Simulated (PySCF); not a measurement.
C3H6B2.
SMILES: `BC(B)C#C`

Computed with TDDFT CAM-B3LYP/def2-SVPD, vertical, gas phase, core orbitals frozen in the response (PySCF 2.14.0, density-fitted response routines). The structure is a single PBE0-D3(BJ)/def2-SVP conformer in the gas phase; no vibrational or solvent corrections.

Broadening: Gaussians 0.4 eV wide at half height, area fixed by f = 4.319×10⁻⁹ ∫ε dν̃. The cross-section is σ = 3.8235×10⁻²¹ ε cm², given in Mb (10⁻¹⁸ cm²). The width is an assumption, not a result. The curve ends short of the highest state used, and states not computed would add to its high-energy end.

(E (eV), σ (Mb)): (4.02, 0.00), (4.10, 0.01), (4.18, 0.03), (4.27, 0.10), (4.35, 0.23), (4.44, 0.47), (4.52, 0.70), (4.60, 0.86), (4.69, 0.96), (4.77, 1.19), (4.85, 1.85), (4.94, 3.20), (5.02, 4.54), (5.10, 5.28), (5.19, 4.85), (5.27, 3.58), (5.36, 2.04), (5.44, 1.18), (5.52, 0.94), (5.61, 1.13), (5.69, 1.41), (5.77, 1.57), (5.86, 1.55), (5.94, 1.38), (6.03, 1.13), (6.11, 0.96), (6.19, 1.07), (6.28, 1.83), (6.36, 3.16), (6.44, 4.73)

**Question.** Locate the maxima and give the states behind the curve.

**Answer.** 242 nm (5.12 eV), ε about 1400, made up of S2 (100%); 214 nm (5.80 eV), ε about 420, made up of S3 (67%) and S4 (25%) (ε in L mol⁻¹ cm⁻¹; maxima over ε = 5, shares over 10%). At its high-energy end, 6.44 eV, the curve is still rising (ε about 1200, from S7). The states used: S1 4.62 eV (f 0.0031); S2 5.12 eV (f 0.021); S3 5.72 eV (f 0.0046); S4 5.95 eV (f 0.0022); S5 6.05 eV (f 0.0013); S6 6.34 eV (f 0.0000); S7 6.55 eV (f 0.023); S8 6.79 eV (f 0.0006); S9 6.94 eV (f 0.0006); S10 7.04 eV (f 0.0072).

**Question.** What would ε be at 5.12 eV, the highest of these maxima, with half the width (0.2 eV)?

**Answer.** About 2770 L mol⁻¹ cm⁻¹ against 1390, a factor of about 1.99; a lone state at its own centre would give exactly 2.

**Question.** On this curve, what absorbance would a 10⁻⁵ mol/L sample give at 254 nm over a 1 cm path?

**Answer.** 254 nm is 4.881 eV, where ε is about 590 L mol⁻¹ cm⁻¹, so A = ε c l ≈ 0.0059 (Beer–Lambert, with the gas-phase spectrum and the assumed width).

**Question.** Coming from long wavelengths, where does ε first pass 100 L mol⁻¹ cm⁻¹?

**Answer.** At about 281 nm (4.41 eV), 0.21 eV below S1.

The vertical ionisation energy (ΔSCF) is 9.87 eV, 2.83 eV above S10.
